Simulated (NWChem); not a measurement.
H2SeS2; SMILES S[Se]S

```xyz
5

Se     0.0000     0.0000     0.7962
S      1.7874    -0.1063    -0.5440
H      1.9680     1.2216    -0.7375
S     -1.7874     0.1063    -0.5440
H     -1.9680    -1.2216    -0.7375
```
Atoms are numbered in this order, from 1.

Computed with NWChem. All runs use the structure optimised with B3LYP/6-31G* (spherical d). Vzz is the largest principal value of the second derivative of the potential at the nucleus (NWChem prints the opposite sign); η is the asymmetry. Non-relativistic.

For level PBE0/def2-TZVP:

```
Property       Result
-------------  ------
Vzz S4 (a.u.)  -2.750
```

**Question.** What are these values for level PBE0/def2-SVP?

**Answer.** 
| Quantity | Result |
|---|---|
| Vzz S4 (a.u.) | -2.546 |
